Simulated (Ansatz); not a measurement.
Geometry optimisation, RKS PBE0/def2-SVP in Ansatz 0.2.0.

The input (input.yaml):

```yaml
crystal:
  periodic: [false, false, false]
  atoms:
    - { symbol: Ga, position_ang: [0.0, 0.0, 0.0] }
    - { symbol: O, position_ang: [1.2796, 0.0, 1.524] }
    - { symbol: H, position_ang: [0.3701, -0.2814, 1.8612] }
    - { symbol: H, position_ang: [1.7552, 0.0, 0.2282] }
    - { symbol: H, position_ang: [-1.3596, 0.0, -0.785] }
basis:
  gaussian: { orbitals: def2-SVP }
hamiltonian:
  xc: pbe0
relax:
  f_tol: 0.15
  max_steps: 25
  restrain:
    - { distance: [1, 3], at: 1.01, k: 30.0 }
    - { distance: [0, 1], at: 2.99, k: 30.0 }
    - { distance: [0, 3], at: 2.77, k: 30.0 }
output:
  orbitals: {}
```

Launched with:

```bash
$ ansatz run input.yaml --threads 1 --pin off --max-ram 2048MiB --backend cpu --events-out ev --progress --plain --runs-dir out
```

Question: Where does it end, and by what steps?

Answer: The run converged. The restraints hold the end off the free minimum. After 13 steps the energy has fallen by 3.530 eV (the restraints' own energy left out); Ga1 moved furthest, 1.11 Å. Parted: Ga1–O2 (1.99 → 2.98 Å). Joined: O2–H4 (1.38 → 0.98 Å).

| step | energy less start (eV) | largest force component (eV/Å) | accepted |
| --- | --- | --- | --- |
| 0 | 0.0000 | 3.368 | yes |
| 1 | 0.7158 | 5.938 | yes |
| 2 | 0.8038 | 8.678 | yes |
| 3 | -0.5775 | 8.560 | yes |
| 4 | -2.3863 | 3.987 | yes |
| 5 | -3.1161 | 2.080 | yes |
| 6 | -3.2453 | 1.221 | yes |
| 7 | -3.3326 | 0.764 | yes |
| 8 | -3.4298 | 0.705 | yes |
| 9 | -3.4916 | 0.730 | yes |
| 10 | -3.5219 | 0.862 | yes |
| 11 | -3.5027 | 1.565 | no |
| 12 | -3.5260 | 0.867 | yes |
| 13 | -3.5300 | 0.815 | yes |

```xyz
5
Properties=species:S:1:pos:R:3
Ga -0.270 -0.392 -1.004
O 1.226 0.312 1.473
H 0.989 -0.394 2.087
H 1.804 -0.144 0.821
H -1.704 0.337 -0.548
```

Run time: 24 s on 1 thread of AMD EPYC 7R43 64-Core Processor (Zen 3), with other jobs on the host, peak memory 0.13 GiB.
